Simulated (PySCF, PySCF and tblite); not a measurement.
A run on one conformer of C₄H₉FGeO, numbered as in [O:1]=[C:2]([CH2:3][GeH3:4])[CH2:5][CH2:6][F:7], from an ensemble study. The sound level was PBE0/pcSseg-1 on GFN2-xTB geometries.

Input:

```
{"job": {"xc": "PBE0", "basis": "pcSseg-1", "scf": {"max_cycle": 51}, "kind": "nmr", "pop": false}, "charge": 0, "multiplicity": 2}
O     -0.204541     0.094330    -2.330399
C     -0.069977    -0.454635    -1.262685
C      1.244477    -0.814699    -0.690985
Ge     1.804338     0.604088     0.603211
C     -1.277644    -0.721217    -0.367419
C     -1.885966     0.622797     0.002632
F     -0.951444     1.346865     0.721758
H      1.994451    -0.852924    -1.480584
H      1.213136    -1.767711    -0.165183
H      1.150762     0.416382     1.929869
H      1.582303     1.968547     0.062428
H      3.280138     0.392844     0.797391
H     -2.018344    -1.298275    -0.921611
H     -0.985593    -1.258133     0.535377
H     -2.766024     0.522752     0.644234
H     -2.117671     1.207935    -0.891545
```

Command: OMP_NUM_THREADS=1 python ens_run.py task.json out

Output:

```
RuntimeError: Electron number 82 and spin 1 are not consistent
Note mol.spin = 2S = Nalpha - Nbeta, not 2S+1
```

Q: What is wrong with this calculation?

A: The setting at fault: wrong multiplicity. The program refused the input.
